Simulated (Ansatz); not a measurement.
BrGaH2 (SMILES [GaH2][Br]) moved off its minimum; all values from Ansatz (a quantum-chemistry and plane-wave program), cores frozen in correlated methods.
(charge 0, multiplicity 1)
```xyz
4

Ga    -0.6026    -1.0081     0.1658
H     -0.1818    -1.9764     1.2727
H     -1.9244    -1.0189    -0.7747
Br     0.5648     0.9760    -0.0627
```

### Question
Give the forces (eV/Å), the total energy and the dipole at CCSD(T)/aug-cc-pVTZ.

### Answer

```
atom      Fx      Fy      Fz
----  ------  ------  ------
Ga1   -0.999   0.610  -0.694
H2     0.282  -0.487   0.394
H3     0.538  -0.171   0.302
Br4    0.180   0.049  -0.002
```
Energy -4497.2445 hartree, dipole 1.99 D.
